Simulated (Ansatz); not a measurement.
Consider the substitution at a C–Si bond: `C=C[SiH2][AsH2]` + `O[Si](Cl)(Cl)Cl` → `C=CO[Si](Cl)(Cl)Cl` + `[SiH3][AsH2]`.

Calculated with Ansatz (gas phase, PBE0-D4/def2-TZVP geometries, no zero-point term in ΔE). CCSD(T)/CBS adds triple-zeta CCSD(T) − MP2 to the extrapolated MP2 energy (def2 sets, frozen cores). DFT in def2-TZVPP. B3LYP here is the variant with VWN-RPA as its local correlation; programs differ in this. For As outer-core shells are correlated without core-valence functions, which leaves a few kJ/mol of doubt a bond. Scalar relativity is left out up to krypton. One conformer a species, not always the lowest.

```
             level  ΔE (kJ/mol)  difference from CCSD(T)/CBS
            PBE-D4         61.5                         -9.5
         r2SCAN-D4         63.8                         -7.2
           PBE0-D4         64.0                         -7.0
          B3LYP-D4         59.6                        -11.4
           ωB97X-V         60.7                        -10.3
           ωB97M-V         64.9                         -6.1
               PBE         64.2                         -6.8
              PBE0         66.5                         -4.5
     HF/def2-TZVPP         63.6                         -7.4
SCS-MP2/def2-TZVPP         69.3                         -1.7
   CCSD/def2-TZVPP         67.7                         -3.3
CCSD(T)/def2-TZVPP         67.4                         -3.6
    MP2/def2-QZVPP         75.1                          4.1
SCS-MP2/def2-QZVPP         71.6                          0.6
      HF/CBS(def2)         63.5                         -7.5
     MP2/CBS(def2)         76.6                          5.6
       CCSD(T)/CBS         71.0                            0
```

Largest T1 diagnostic among the species: 0.012.

The D4 term adds −4.0 kJ/mol with B3LYP and −2.4 kJ/mol with PBE0; it sums over pairs of atoms, weighted by their polarisabilities, and B3LYP, whose exchange is more repulsive, gets the larger term. In def2-TZVPP, CCSD(T) changes the Hartree–Fock value by +3.8 kJ/mol (the triples alone add −0.3 kJ/mol) and MP2 by +9.5 kJ/mol.
